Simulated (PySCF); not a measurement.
C₂H₄ClNOSi, SMILES C[Si@@H](Cl)OC#N. Atoms are numbered in the order given.

```xyz
10

C     -1.6663     0.0586     1.1526
Si    -0.3114    -0.8065     0.2444
Cl    -0.5355    -0.5927    -1.7834
O      1.1861    -0.0855     0.6741
C      1.4116     1.1723     0.7325
N      1.6332     2.3105     0.8001
H     -1.5304    -0.0493     2.2398
H     -2.6456    -0.3597     0.8754
H     -1.6643     1.1312     0.9036
H     -0.0898    -2.2293     0.5726
```

Coordinates come from a PBE0-D3(BJ)/def2-SVP optimisation. The structure was generated by enumeration; whether it is a known compound was not checked. One conformer was computed; it need not be the lowest.

Level of theory: HF/pcSseg-1 in PySCF.

GIAO shieldings, no solvent; atoms alike by connectivity are averaged. δ = σ(ref) − σ: ¹³C against TMS (σ = 192.6 ppm); ²⁹Si against TMS (σ = 393.8 ppm); ³⁵Cl against HCl (σ = 958.2 ppm); ¹⁷O against H2O (σ = 333.0 ppm); ¹⁵N against NH3 (σ = 267.3 ppm); ¹H against TMS (σ = 31.99 ppm), references at their B3LYP-D3(BJ)/def2-TZVP geometries, non-relativistic (without spin–orbit terms, shifts of atoms bonded to Cl or Br come out too high).

| nucleus | atoms | count | δ (ppm) |
|---|---|---|---|
| ¹³C | C5 | 1 | 120.8 |
| ¹³C | C1 | 1 | 1.9 |
| ²⁹Si | Si2 | 1 | 14.6 |
| ³⁵Cl | Cl3 | 1 | 13.2 |
| ¹⁷O | O4 | 1 | 50.2 |
| ¹⁵N | N6 | 1 | 193.6 |
| ¹H | H10 | 1 | 5.03 |
| ¹H | H7, H8, H9 | 3 | 1.10 |
